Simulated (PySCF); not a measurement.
PySCF input (M06-2X/6-31G* (5d)):

```python
from pyscf import gto, dft

mol = gto.M(
    atom='''
    Si   -0.01469801   -0.50408292   -0.01115471
    O    -0.14847962    1.01906834    0.01640263
    H     1.39360918   -1.09538579    0.02494486
    ''',
    basis='6-31g*',
    charge=0,
    spin=1,
    verbose=4,
)

mf = dft.UKS(mol, xc='m062x')
mf.grids.level = 4
mf.conv_tol = 1e-9
mf.max_cycle = 100
mf.max_memory = 1500
mf.kernel()
if not mf.converged:
    mf = mf.newton()
    mf.kernel(mf.make_rdm1())
mo, _, stable, _ = mf.stability(return_status=True)
if not stable:
    mf.kernel(mf.make_rdm1(mo, mf.mo_occ))
    stable = mf.stability(return_status=True)[2]
mf.dip_moment()
```

From the last part of the output:

```
  HOMO = -0.296789625728  LUMO = -0.0967136820576  gap/eV = 5.44434
cycle= 9 E= -365.179178170372  delta_E= -1.23e-06  |g|= 0.00027  |ddm|= 0.00272
  alpha nocc = 12  HOMO = -0.296772026465883  LUMO = -0.0260376827397431
  beta  nocc = 11  HOMO = -0.368136880180149  LUMO = -0.0968081096305475
  HOMO = -0.296772026466  LUMO = -0.0968081096305  gap/eV = 5.44130
cycle= 10 E= -365.17917849559  delta_E= -3.25e-07  |g|= 0.000115  |ddm|= 0.00139
  alpha nocc = 12  HOMO = -0.296751260566323  LUMO = -0.0260415404300658
  beta  nocc = 11  HOMO = -0.368112300542808  LUMO = -0.0968544381100149
  HOMO = -0.296751260566  LUMO = -0.09685443811  gap/eV = 5.43947
cycle= 11 E= -365.179178592402  delta_E= -9.68e-08  |g|= 5.02e-05  |ddm|= 0.000846
  alpha nocc = 12  HOMO = -0.296755113104771  LUMO = -0.0260500182539625
  beta  nocc = 11  HOMO = -0.368095891114373  LUMO = -0.0968768226750929
  HOMO = -0.296755113105  LUMO = -0.0968768226751  gap/eV = 5.43897
cycle= 12 E= -365.179178609745  delta_E= -1.73e-08  |g|= 2.77e-05  |ddm|= 0.000393
  alpha nocc = 12  HOMO = -0.296755460012305  LUMO = -0.02605010674282
  beta  nocc = 11  HOMO = -0.368095211654355  LUMO = -0.0968774946663462
  HOMO = -0.296755460012  LUMO = -0.0968774946663  gap/eV = 5.43896
cycle= 13 E= -365.179178611727  delta_E= -1.98e-09  |g|= 9e-06  |ddm|= 0.000125
  alpha nocc = 12  HOMO = -0.296755759729386  LUMO = -0.0260501044233319
  beta  nocc = 11  HOMO = -0.368095200588769  LUMO = -0.0968766232974909
  HOMO = -0.296755759729  LUMO = -0.0968766232975  gap/eV = 5.43899
cycle= 14 E= -365.17917861212  delta_E= -3.94e-10  |g|= 3.74e-06  |ddm|= 4.63e-05
  alpha nocc = 12  HOMO = -0.296755594424652  LUMO = -0.0260496967888866
  beta  nocc = 11  HOMO = -0.368093788252714  LUMO = -0.0968762007379658
  HOMO = -0.296755594425  LUMO = -0.096876200738  gap/eV = 5.43900
Extra cycle  E= -365.179178612138  delta_E= -1.78e-11  |g|= 5.12e-06  |ddm|= 8.7e-06
converged SCF energy = -365.179178612138  <S^2> = 0.75700884  2S+1 = 2.0069966
uhf_internal: lowest eigs of H = [0.13307993 0.17358572 0.22118978]
<class 'pyscf.dft.uks.UKS'> wavefunction is stable in the internal stability analysis
Dipole moment(X, Y, Z, Debye):  0.45883, -3.28593, -0.05357
```

The geometry given is a B3LYP-D3(BJ)/def2-TZVP minimum.
